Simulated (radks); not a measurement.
Charge is removed step by step from the 3p up level of S+, starting from [Ne] 3s2 3p(up 3, down 0). Method: scalar-relativistic Kohn-Sham, PBE, spin-polarised, spherical densities, point nucleus; computed with a radial shooting solver on a logarithmic mesh with Libxc functionals.

| removed (e) | E - E(0) (eV) | eigenvalue (eV) | E minus straight line (eV) |
|---|---|---|---|
| 0 | 0.000 | -17.909 | 0.000 |
| 0.125 | 2.321 | -19.237 | -0.600 |
| 0.25 | 4.810 | -20.583 | -1.033 |
| 0.375 | 7.467 | -21.946 | -1.296 |
| 0.5 | 10.297 | -23.327 | -1.388 |
| 0.625 | 13.299 | -24.724 | -1.306 |
| 0.75 | 16.478 | -26.136 | -1.049 |
| 0.875 | 19.834 | -27.564 | -0.614 |
| 1 | 23.369 | -29.006 | 0.000 |

Removing the whole electron costs 23.369 eV by Delta-SCF, against 17.909 eV from minus the eigenvalue at the starting occupation. Slater's transition state (half an electron removed) gives 23.327 eV. Integrating minus the eigenvalue over the occupation (Janak's theorem) gives 23.370 eV. In this scalar-relativistic scheme the density is built from large components alone, so the theorem holds only approximately. The mean slope of the eigenvalue, de/dn, is 11.1 eV per electron. Ionisation energy of S+ in the NIST Atomic Spectra Database: 23.338 eV (measured).
